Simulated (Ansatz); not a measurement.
`C[NH][GaH][InH2]` + `CN[SiH3]` → `C[N]([SiH3])[InH2]` + `C[NH][GaH2]` at 400 K and 1 bar (cleavage of the In–Ga bond).

Gas-phase electronic energies from Ansatz, PBE0-D4/def2-TZVP geometries. CCSD(T)/CBS is the MP2 limit (def2-TZVPP, def2-QZVPP) plus CCSD(T) − MP2 in def2-TZVPP, frozen cores. def2 core potentials past Kr. For Ga, In outer-core shells are correlated without core-valence functions, which leaves a few kJ/mol of doubt a bond. Scalar relativity is left out up to krypton. One conformer a species, not always the lowest.

```
             species  CCSD(T)/CBS energy (Eh)  H − E (kJ/mol)  S (J/(mol·K))
  `C[NH][GaH][InH2]`              -2210.71048           228.6          433.4
          `CN[SiH3]`               -386.04948           233.7          327.3
`C[N]([SiH3])[InH2]`               -576.45186           248.6          408.3
       `C[NH][GaH2]`              -2020.30020           203.2          329.7
```

H − E and S are ideal-gas, rigid-rotor, harmonic terms from PBE0-D4/def2-TZVP, for one conformer and one mirror image of each species. 1 Eh = 2625.50 kJ/mol, R = 8.31446 J/(mol·K).

**Question.** By hand: ΔE, ΔH, ΔS and ΔG.

**Answer.** ΔE = (-576.45186) + (-2020.30020) − (-2210.71048) − (-386.04948) = 0.00790 Eh = 20.7 kJ/mol. Δ(H − E) = 248.6 + 203.2 − 228.6 − 233.7 = -10.5, so ΔH = 10.2 kJ/mol. ΔS = 408.3 + 329.7 − 433.4 − 327.3 = -22.7 J/(mol·K). ΔG = 10.2 − 400 × (-22.7)/1000 = 19.3 kJ/mol.

**Question.** By hand: the equilibrium constant, and the temperature at which ΔG would vanish if ΔH and ΔS stayed fixed.

**Answer.** log₁₀ K = −ΔG/(RT ln 10) = -2.5. ΔH and −TΔS have one sign here, so there is no such temperature.

TΔS isn't small against ΔH here. A doubt of 5 kJ/mol in ΔE shifts log₁₀ K by 0.7 here. Other conformers and mirror images would add mixing entropy, several J/(mol·K) or more a flexible species. Modes under 60 cm⁻¹, often nearly free rotors, make the harmonic entropy too high. These are equilibria of isolated gas molecules and say nothing of rates. Largest T1 diagnostic: 0.015 (customary marks: 0.02 for closed shells, 0.045 for open ones).
